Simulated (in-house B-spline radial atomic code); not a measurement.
Radial electron density of K⁷⁺, [Ne] 3s2. Level of theory: scalar-relativistic (X2C) PBEsol, spin-polarised, spherical fractional occupations, Fermi nucleus of rms radius 3.4349 fm; calculated with a B-spline radial code for spherical atoms.

Columns: r (bohr), 4πr²n(r) (electrons per bohr), bar.

```
 0.00299   0.5337 #
 0.00356   0.7307 #
 0.00424   0.9972 ##
 0.00505    1.355 ###
 0.00601    1.829 ####
 0.00716    2.456 #####
 0.00852    3.268 ######
  0.0101    4.282 ########
  0.0121    5.641 ###########
  0.0144    7.257 ##############
  0.0171    9.163 ##################
  0.0204    11.42 ######################
  0.0242    13.83 ###########################
  0.0289    16.41 ################################
  0.0343    18.77 #####################################
  0.0409    20.76 #########################################
  0.0487    21.98 ###########################################
  0.0579    22.18 ############################################
   0.069    21.26 ##########################################
  0.0821    19.47 ######################################
  0.0977    17.33 ##################################
   0.116     15.7 ###############################
   0.138    15.28 ##############################
   0.165    16.53 ################################
   0.196    18.93 #####################################
   0.234    21.42 ##########################################
   0.278    22.39 ############################################
   0.331    20.86 #########################################
   0.394    16.89 #################################
   0.469    11.73 #######################
   0.558     7.12 ##############
   0.664    4.229 ########
   0.791    3.057 ######
   0.941    2.716 #####
    1.12    2.282 ####
    1.33    1.525 ###
    1.59   0.7282 #
    1.89   0.2494 
    2.25  0.05639 
    2.68 0.007825 
    3.19 0.0006264 
     3.8 2.548e-05
```

On this grid the curve has 2 maxima, near 0.0579, 0.278 bohr.

The 2p down radial function P(r) = rR(r), positive near the nucleus:

```csv
r (bohr),P
0.00299,0.002151
0.00424,0.004167
0.00601,0.008063
0.00852,0.01555
0.0121,0.0299
0.0171,0.05631
0.0242,0.1046
0.0343,0.19
0.0487,0.334
0.069,0.5567
0.0977,0.8662
0.138,1.226
0.196,1.542
0.278,1.639
0.394,1.399
0.558,0.8934
0.791,0.3845
1.12,0.09718
1.59,0.01123
```
Radii and densities under X2C are those of the two-component orbitals, without the picture-change correction, which makes inner s shells of heavy atoms about 5 % too small.
